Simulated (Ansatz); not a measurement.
Species: AlI$_{3}$, SMILES `[I][Al]([I])[I]` (charge 0, multiplicity 1).

**Question.** Give a relaxed geometry from Ansatz (a quantum-chemistry and plane-wave program) with PBE0-D3(BJ)/def2-TZVP.

**Answer.** the end point of this relaxation (outside a Z-matrix the atoms follow the SMILES, hydrogens last).
Bond lengths (Å): I1–Al2 2.450, Al2–I3 2.450, Al2–I4 2.450. Bond angles (°): I1–Al2–I3 120.0, I1–Al2–I4 120.0, I3–Al2–I4 120.0.
